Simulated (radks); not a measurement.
The numbers below are computed, except where a source is named.
Radial electron density D(r) = 4 pi r^2 rho(r) of an atom or ion with 18 electrons. Code: a radial shooting solver on a logarithmic mesh with Libxc functionals. Model: Dirac Kohn-Sham, PBE, spin-unpolarised, spherical densities, finite nucleus; Fermi nuclear charge, rms radius of each element as measured or else 0.836 A^(1/3) + 0.57 fm.

r (bohr),D(r) (e/bohr)
0.008711,3.239
0.01107,4.763
0.01408,6.837
0.0179,9.518
0.02275,12.75
0.02892,16.26
0.03677,19.51
0.04637,21.69
0.05895,22.19
0.07494,20.69
0.09526,18.00
0.1211,15.99
0.154,16.52
0.1957,19.60
0.2488,22.56
0.3138,21.92
0.3989,16.62
0.5071,9.710
0.6446,5.638
0.8195,5.584
1.042,6.719
1.324,6.151
1.684,3.923
2.123,1.785
2.699,0.5396
3.431,0.1054
4.362,0.01185

What is the nuclear charge?

Answer. Z = 19. The innermost maximum, from 1s, lies near gamma/Z bohr with gamma = sqrt(1 - (Z/c)^2) = 0.990, here 0.0521 bohr (found: 0.0553), and its height grows with Z. The density is that of the potassium ion K+ in [Ar]; the configuration itself is not fixed sharply by these data, and Z only to about a unit. D(r) has 3 maxima, at r = 0.0553, 0.272, 1.11 bohr, and minima at 0.131, 0.721 bohr, inside which lie 2.16, 10.34 electrons.
